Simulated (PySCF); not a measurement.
## Adding and removing an electron: SbO

UHF; Sb def2-TZVPPD with ECP28, O def2-TZVPPD; scalar-relativistic core potentials (PySCF 2.14). Neutral (UHF): doublet (π ↑), Re = 1.767 Å, ωe = 994 cm⁻¹, De = 0.23 eV, HOMO -8.41 eV, LUMO -0.72 eV.

SbO⁺ (RHF): singlet (closed shell), Re = 1.712 Å, ωe = 1134 cm⁻¹, De = 1.05 eV to Sb⁺ + O. The energies at the minima are -314.10179 hartree for SbO and -313.81666 for SbO⁺.

(1) Work out the adiabatic ionisation energy, without and with harmonic zero-point energies (1 hartree = 27.2114 eV, 1 eV = 8065.5 cm⁻¹), and the change of the bond length.

These are scalar-relativistic numbers at best; spin–orbit coupling would shift them, the dissociation energy most. For an ion De counts to the pair picked by the measured ionisation energies or electron affinities, which need not be the lowest pair at this level. Where the molecule has an RHF reference, its open-shell atoms are computed with UHF. Hartree–Fock leaves out correlation, which carries a large part of most bond energies and some tenths to 1 eV of ionisation energies. States were picked by a PBE0 search and need not be the measured ground states.

Neutral and ion stand on different kinds of reference determinant, which adds to the error of the difference.

## Answers

(1) At HF: 0.28513 hartree = 7.759 eV between the minima; the zero-point term (1134.0 − 994.0)/2 cm⁻¹ = +0.009 eV makes it 7.767 eV. Re changes by -5.5 pm against the neutral. The electron leaves a π orbital; in so polar a molecule the change of length follows mostly from the change of the ionic charges.
